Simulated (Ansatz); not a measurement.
Total energies of GeH2Me(vinyl) (C3H8Ge) from Ansatz at PBE0-D4/def2-TZVP, gas phase (1 Eh = 27.2114 eV = 2625.5 kJ/mol). The reference geometry is relaxed at r2SCAN-D4/def2-SVP.

```csv
state,geometry,energy (Eh)
charge 0 singlet,reference,-2195.74286
charge 1 doublet,reference,-2195.38579
free Ge atom (triplet),–,-2076.65516
free H atom (doublet),–,-0.50104
free C atom (triplet),–,-37.80537
```

Problem. Work out the vertical ionisation energy to the doublet.

Solution. E(charge 1 doublet) − E(charge 0 singlet) = -2195.38579 − (-2195.74286) = 0.35707 Eh = 9.72 eV. For comparison, −ε of the highest occupied level is 7.72 eV at this level, 2.00 eV less.

Problem. What is the binding energy per atom against free atoms?

Solution. Atoms: 1 × (-2076.65516) + 8 × (-0.50104) + 3 × (-37.80537) = -2194.07959 Eh. Binding: -2194.07959 − (-2195.74286) = 1.66327 Eh = 45.26 eV, or 3.77 eV for each of 12 atoms (no zero-point energy, no counterpoise term).
